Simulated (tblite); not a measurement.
What does the GFN2-xTB structure of `CCn1cc(C(C)=O)nn1` look like in three dimensions?

```
atom  x, y, z in Å
C1    -3.167    0.276   -0.026
C2    -2.245   -0.326   -1.082
N3    -0.861   -0.106   -0.757
C4    -0.091   -0.751    0.136
C5     1.141   -0.117    0.053
C6     2.380   -0.400    0.790
C7     3.541    0.472    0.403
O8     2.435   -1.274    1.626
N9     1.023    0.865   -0.876
N10   -0.158    0.863   -1.344
H11   -2.986    1.344    0.066
H12   -3.001   -0.192    0.942
H13   -4.203    0.120   -0.314
H14   -2.419   -1.402   -1.173
H15   -2.417    0.152   -2.049
H16   -0.426   -1.571    0.735
H17    4.389    0.283    1.055
H18    3.244    1.516    0.449
H19    3.812    0.256   -0.628
```

Any rigid rotation of these coordinates is as good. Atoms count from 1 in this order. The 2 N–N bonds span 1.271 Å (N9–N10, aromatic) to 1.334 Å (N3–N10, aromatic), a spread of 0.063 Å. N9 (pyridine-type nitrogen) is bent (angle 109.4°). The C–C distances run from 1.388 Å (C4–C5, aromatic) to 1.526 Å (C1–C2, drawn single), a spread of 0.138 Å. The 5-membered ring N3–C4–C5–N9–N10 has internal angles of 104.5° to 109.8° (sum 540°, against 540° for a flat polygon); it is planar, 0.00 Å rms from its mean plane, widest ring torsion 0°.

Bonds between heavy atoms (Å): C1–C2 1.526, C2–N3 1.438, N3–C4 1.344, C4–C5 1.388, C5–C6 1.468, C6–C7 1.502, C6=O8 1.211, C5–N9 1.357, N9–N10 1.271, N3–N10 1.334.

The geometry is computed with GFN2-xTB (gas phase).

Point group: C1 (no symmetry element, even within 0.4 Å). Its GFN2-xTB frequencies are all real (lowest 32 cm⁻¹). The numbers are those of one conformer (C1–C2–N3–C4 78°, C4–C5–C6–C7 178°). 3 starts were optimised and ended at 0.00, 0.02 and 4.89 kcal/mol (GFN2-xTB); the lowest of these is shown.
